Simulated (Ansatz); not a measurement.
Ti, charge +1, doublet (typed; the unrestricted solution is spin-contaminated); PBE/def2-SVP (Ansatz, a program for electronic structure).

Ansatz was given this input:
Ansatz 0.2 input:
```yaml
crystal:
  periodic: [false, false, false]
  atoms:
    - {symbol: Ti, position_ang: [0.00000000, 0.00000000, 0.00000000]}
basis:
  gaussian:
    orbitals: def2-SVP
hamiltonian:
  xc: pbe
total_charge: 1
magnetization: {spin_polarized: true, initial_magnetization: 1}
```

Problem. What does Ansatz print? Leave out banner, timings and long lists.

Solution. 
```
Functional definition: PBE
236 factors; integrals over basis functions are off by at most 9.2e-5 eV
mean field evaluation 1: about -23086.8804 eV, gradient 2.9e1 eV
mean field evaluation 2: about -23070.1210 eV, gradient 3.7e1 eV
mean field evaluation 4: about -23092.4565 eV, gradient 1.1e1 eV
mean field evaluation 8: about -23092.4564 eV, gradient 1.1e1 eV
mean field evaluation 16: about -23095.2792 eV, gradient 6.6e-4 eV
mean field evaluation 32: about -23095.3392 eV, gradient 1.1e-5 eV
mean field evaluation 64: about -23095.2717 eV, gradient 9.7e-1 eV
mean field evaluation 96: about -23095.3392 eV, gradient 2.9e-2 eV
mean field evaluation 128: about -23095.3392 eV, gradient 3.1e-2 eV
mean field evaluation 160: about -23095.3391 eV, gradient 8.7e-2 eV
mean field evaluation 192: about -23095.1093 eV, gradient 5.7e-1 eV
mean field evaluation 224: about -23095.2246 eV, gradient 4.6e-1 eV
mean field evaluation 256: about -23094.0620 eV, gradient 5.2e0 eV
mean field evaluation 288: about -23095.3269 eV, gradient 9.4e-1 eV
mean field evaluation 320: about -23095.2661 eV, gradient 4.3e-1 eV
mean field -23095.33918206 eV, -848.7380603575 hartree, gradient 8.2e-6 eV, S^2 1.750543; 19 other end points of the search recorded, 0 dependent functions left out
reference -23095.33920848 eV, -848.7380613284 hartree; 11, 10 occupied and 20, 21 virtual orbitals, 236 factors
Total energy: -23095.33920848 eV, -848.7380613284 hartree
```
